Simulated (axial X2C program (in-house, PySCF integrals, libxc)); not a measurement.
Levels of SnCl by electron attachment to SnCl⁺ (EOM-EA-CCSD)

Computed with an in-house all-electron X2C program for linear molecules (integrals from PySCF): two-component X2C with atomic mean-field Coulomb and Gaunt terms, Gaussian nuclei, basis Sn dyall-acv3z, Cl dyall-av3z with contracted cores.

R = 2.383 Å (near the PBE0 minimum at charge 0 of the determinant lowest at the starting distance; the state shown can have its own minimum elsewhere).

Hartree–Fock spinors of SnCl⁺ (one of each Kramers pair; a window near the gap, which can cut inner shells):

| ω | occupied | ε (eV) | character |
| --- | --- | --- | --- |
| 1/2 | yes | -22.18 | 54% Sn s, 37% Cl p, 5% Cl s |
| 1/2 | yes | -17.77 | 86% Cl p, 5% Sn p, 4% Sn f |
| 3/2 | yes | -17.69 | 87% Cl p, 5% Sn p, 4% Sn f |
| 1/2 | yes | -17.28 | 45% Cl p, 27% Sn p, 23% Sn s |
| 1/2 | no | -6.45 | 84% Sn p, 6% Cl p, 6% Cl d |
| 3/2 | no | -6.17 | 84% Sn p, 6% Cl d, 5% Cl p |
| 1/2 | no | -3.68 | 57% Sn p, 20% Sn d, 8% Cl p |
| 1/2 | no | -2.70 | 84% Sn s, 6% Sn d, 4% Cl s |
| 1/2 | no | -1.89 | 94% Sn p, 4% Cl p |
| 3/2 | no | -1.86 | 94% Sn p, 3% Cl p |

Levels of SnCl obtained by attaching an electron to SnCl⁺:

```json
{"Ω": "1/2", "binding energy (eV)": "7.087", "above lowest (cm⁻¹)": "0", "attached spinor": "84% Sn pπ", "one-particle weight": "0.96"}
{"Ω": "3/2", "binding energy (eV)": "6.817", "above lowest (cm⁻¹)": "2178", "attached spinor": "84% Sn pπ", "one-particle weight": "0.96"}
{"Ω": "1/2", "binding energy (eV)": "4.445", "above lowest (cm⁻¹)": "21305", "attached spinor": "55% Sn pσ, 19% Sn dσ, 10% Cl pσ", "one-particle weight": "0.96"}
{"Ω": "1/2", "binding energy (eV)": "2.957", "above lowest (cm⁻¹)": "33306", "attached spinor": "84% Sn sσ", "one-particle weight": "0.98"}
{"Ω": "1/2", "binding energy (eV)": "2.033", "above lowest (cm⁻¹)": "40759", "attached spinor": "91% Sn pπ", "one-particle weight": "0.99"}
{"Ω": "3/2", "binding energy (eV)": "1.996", "above lowest (cm⁻¹)": "41061", "attached spinor": "93% Sn pπ", "one-particle weight": "0.99"}
```

Q: Take the first Ω = 1/2 and Ω = 3/2 rows of π character: how far apart are they, and which lies lower?

A: E(3/2) − E(1/2) = 2178 − 0 = 2178 cm⁻¹ at EOM-EA-CCSD: regular, Ω = 1/2 lower. Splittings at this level can be off by ten to twenty per cent.

This point took 17 s on 1 thread of Intel(R) Xeon(R) Processor @ 2.30GHz (shared host).

Reference electrons by ω block (each with its −ω partner): 1/2: 22, 3/2: 9, 5/2: 2. 10 electrons of SnCl⁺ correlated (inner shells frozen), 92 natural virtual spinors (a truncated set); levels can be off by some tenths of an eV. Roots sought by Ω: (1/2: 5, 3/2: 4, 5/2: 2, 7/2: 1); the list ends where they run out and leaves out roots under 60 % one-particle weight. The solver can skip a root, and states that need a further excitation, which the method places far too high, are missing though they may lie low or lowest. T1 of the reference 0.019 (Lee–Taylor). The reference was not checked to be the lowest state of its species. Number of frozen shells: Sn 4 s, 3 p, 2 d; Cl 2 s, 1 p.
